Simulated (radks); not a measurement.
All-electron atom: Be2+ in [He] (the NIST ground configuration).

Calculated with a radial shooting solver on a logarithmic mesh with Libxc functionals: scalar-relativistic Kohn-Sham, LDA (Slater exchange, VWN5 correlation), spin-polarised, spherical densities, point nucleus.

Energy parts (eV):
part                    energy
total                 -365.921
kinetic                363.335
electron-nucleus      -794.860
Hartree                122.271
exchange-correlation   -56.667

Orbitals (lengths in bohr, moments of r in powers of bohr):
orbital  occ.  eigenvalue (eV)   <r^2>
1s          2        -130.8153  0.2404

The highest occupied level is 1s at -130.82 eV. Summed over all electrons, <r^2> = 0.4807 bohr^2, which gives a Langevin (diamagnetic) susceptibility term of -0.381 x 10^-6 cm^3/mol. For comparison, the ionisation energy in NIST's Atomic Spectra Database is 153.90 eV (theoretical). In exact Kohn-Sham theory the highest level is minus the ionisation energy, but local and semilocal functionals leave it too shallow, through self-interaction and a potential that decays too fast; potentials with the right tail come closer. The density falls to 0.001 e/bohr^3 at r = 1.48 bohr.
